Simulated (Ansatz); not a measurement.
C2H6BN, SMILES `B1CCN1`. The species carries charge 0 and has multiplicity 1. The structure was optimised at the PBE0-D4/def2-TZVP level.

```xyz
10

B     0.321   -0.094   -1.145
C     0.543   -0.816    0.260
C    -0.394    0.299    0.790
N    -0.509    0.858   -0.554
H     0.664   -0.218   -2.283
H     1.550   -0.794    0.679
H     0.146   -1.827    0.370
H     0.067    0.982    1.511
H    -1.345   -0.056    1.200
H    -1.042    1.666   -0.827
```

(1) What is the dipole moment at PBE/def2-TZVPP? (Estimate.)

(2) And with r2SCAN, B3LYP, ωB97M-V? (Best estimate.)

(3) Give the Mulliken charges with PBE, r2SCAN, B3LYP in def2-TZVPP. (Estimate.)

Results:

(1) The calculation gave: 1.50 D, with components (-0.86, 0.91, 0.83) D in this frame, pointing from negative to positive charge.

(2) Computed: r2SCAN 1.43 D, B3LYP 1.39 D, ωB97M-V 1.40 D.

(3) The calculation gave: 
| atom | PBE | r2SCAN | B3LYP |
| --- | --- | --- | --- |
| B1 | 0.04 | 0.12 | 0.09 |
| C2 | -0.28 | -0.26 | -0.32 |
| C3 | -0.02 | 0.11 | 0.01 |
| N4 | -0.19 | -0.28 | -0.25 |
| H5 | -0.01 | -0.02 | 0.01 |
| H6 | 0.08 | 0.06 | 0.09 |
| H7 | 0.08 | 0.06 | 0.09 |
| H8 | 0.07 | 0.03 | 0.08 |
| H9 | 0.07 | 0.03 | 0.08 |
| H10 | 0.15 | 0.14 | 0.14 |

B3LYP here is the variant with VWN-RPA as its local correlation; programs differ in this.
